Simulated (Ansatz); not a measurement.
Consider the cleavage of the Ge–B bond: `Cl[B](Cl)[GeH3]` + `O[SiH](O)F` → `O[SiH](F)[O][GeH3]` + `ClBCl`.

Gas-phase electronic energies from Ansatz, PBE0-D4/def2-TZVP geometries. CCSD(T)/CBS is the MP2 limit (def2-TZVPP, def2-QZVPP) plus CCSD(T) − MP2 in def2-TZVPP, frozen cores. This one scheme is used for every species. DFT in def2-TZVPP. B3LYP here is the variant with VWN-RPA as its local correlation; programs differ in this. HSE06 is defined as in plane-wave codes. For Ge outer-core shells are correlated without core-valence functions, which leaves a few kJ/mol of doubt a bond. Scalar relativity is left out up to krypton. One conformer a species, not always the lowest.

| level | ΔE (kJ/mol) | difference from CCSD(T)/CBS |
| --- | --- | --- |
| LDA (SPW92) | -24.4 | 20.0 |
| PBE-D4 | -31.4 | 13.0 |
| revPBE-D4 | -33.8 | 10.6 |
| BLYP-D4 | -46.1 | -1.7 |
| r2SCAN-D4 | -43.4 | 1.0 |
| B97M-V | -49.7 | -5.3 |
| PBE0-D4 | -37.2 | 7.2 |
| B3LYP-D4 | -49.7 | -5.3 |
| r2SCANh-D4 | -44.1 | 0.3 |
| HSE06-D4 | -37.1 | 7.3 |
| BHLYP-D4 | -58.5 | -14.1 |
| CAM-B3LYP-D4 | -53.8 | -9.4 |
| ωB97M-V | -48.1 | -3.7 |
| B2PLYP | -52.5 | -8.1 |
| PBE-QIDH | -45.7 | -1.3 |
| PBE | -31.5 | 12.9 |
| revPBE | -33.1 | 11.3 |
| BLYP | -46.5 | -2.1 |
| r2SCAN | -43.2 | 1.2 |
| PBE0 | -37.2 | 7.2 |
| B3LYP | -50.0 | -5.6 |
| r2SCAN0 | -45.2 | -0.8 |
| HSE06 | -37.2 | 7.2 |
| BHLYP | -59.2 | -14.8 |
| CAM-B3LYP | -53.9 | -9.5 |
| LC-ωPBE | -43.8 | 0.6 |
| RPA@PBE/def2-TZVPP | -52.4 | -8.0 |
| HF/def2-SVP | -79.0 | -34.6 |
| MP2/def2-SVP | -61.8 | -17.4 |
| CCSD(T)/def2-SVP | -59.7 | -15.3 |
| HF/def2-TZVPP | -76.6 | -32.2 |
| MP2/def2-TZVPP | -51.0 | -6.6 |
| SCS-MP2/def2-TZVPP | -58.4 | -14.0 |
| CCSD/def2-TZVPP | -52.8 | -8.4 |
| HF/def2-QZVPP | -79.3 | -34.9 |
| MP2/def2-QZVPP | -48.8 | -4.4 |
| SCS-MP2/def2-QZVPP | -56.8 | -12.4 |
| HF/CBS(def2) | -79.7 | -35.3 |
| MP2/CBS(def2) | -45.6 | -1.2 |
| CCSD/CBS(def2) | -47.4 | -3.0 |
| CCSD(T)/CBS | -44.4 | 0 |

Largest T1 diagnostic among the species: 0.013.

In def2-TZVPP, CCSD(T) changes the Hartree–Fock value by +26.9 kJ/mol (the triples alone add +3.1 kJ/mol) and MP2 by +25.7 kJ/mol. From BLYP to BHLYP (50 % exact exchange), in def2-TZVPP and without D4, ΔE moves by −12.8 kJ/mol. Leaving LDA and LC-ωPBE aside and taking each functional with its dispersion term where it has one, the values spread over 27.1 kJ/mol, from BHLYP-D4 to PBE-D4. LDA lies +7.1 kJ/mol from PBE without D4.
